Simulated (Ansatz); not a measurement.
A made-up structure of BSnH4Cl, singlet:

Cl1  (-0.919, -2.180, 1.122)
B2  (-0.851, -1.014, -0.162)
Sn3  (0.547, 0.749, -0.010)
H4  (-1.573, -1.214, -1.091)
H5  (0.438, 1.780, -1.368)
H6  (0.195, 1.668, 1.387)
H7  (-1.213, -2.709, 2.307)
(Å)

It is relaxed with PBE-D4/def2-SVP and then PBE0-D4/def2-TZVP (Ansatz 0.2.0). Atoms count as bonded within 1.22 times the sum of their covalent radii (H–H: 0.88 Å). The end point is not checked to be a true minimum.

**Question.** Does its bonding change? (A judgement: the text doesn't fix the answer.)

**Answer.** Computed: No: no bond forms or breaks.

Where it ends: The first stage lowers the energy by 1.79 eV in 18 steps. It ends as BSnH₄Cl ([ClH][BH][SnH2]):
| atom | x (Å) | y (Å) | z (Å) |
| --- | --- | --- | --- |
| Cl1 | -0.5064 | -2.0986 | 1.3385 |
| B2 | -0.7681 | -1.0310 | -0.2159 |
| Sn3 | -0.0855 | 0.9022 | 0.0326 |
| H4 | -1.4051 | -1.6223 | -1.0236 |
| H5 | 0.2139 | 1.9753 | -1.2500 |
| H6 | 0.8314 | 1.3531 | 1.3978 |
| H7 | -1.6567 | -2.4002 | 1.9058 |

Labels in which every atom is bracketed show which atoms are joined, not bond orders.

For scale, one of the runs: PBE0-D4/def2-TZVP relaxation, 142 basis functions, launched by `ansatz run in.yaml --threads 2 --pin off --events-out ev --progress --plain --max-ram 4352MiB`. Hardware: 2 CPU threads of an Arm Neoverse V2, shared host. Wall time about 24 s.
